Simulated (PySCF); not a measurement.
**Scalar relativity in P³⁺ (phosphorus, charge +3)**

[Ne] 3s2, closed-shell 1S; PBE calculated with PySCF 2.14 in dyall-av3z (19s12p3d2f, 84 functions), once non-relativistic with a point nucleus and once with spin-free X2C-1e and a Gaussian nucleus.

```
shell  ε non-rel. (eV)  rms r non-rel. (bohr, spins averaged)
   1s          -2117.6                                 0.1206
   2s          -211.44                                 0.5678
   2p          -163.02                                 0.5413
   3s          -45.501                                  1.789
```

Q: How does scalar relativity move these shells?

A: 1s: ε -2123.1 eV, radius -0.45 %; 2s: ε -212.33 eV, radius -0.36 %; 2p: ε -162.97 eV, radius -0.09 %; 3s: ε -45.605 eV, radius -0.23 %.

The total energy goes from -338.8913 to -339.7196 hartree.

Relativity contracts and stabilises s shells directly. The contracted s shells screen the nucleus better, so for spin-averaged p shells the direct and indirect effects partly cancel.
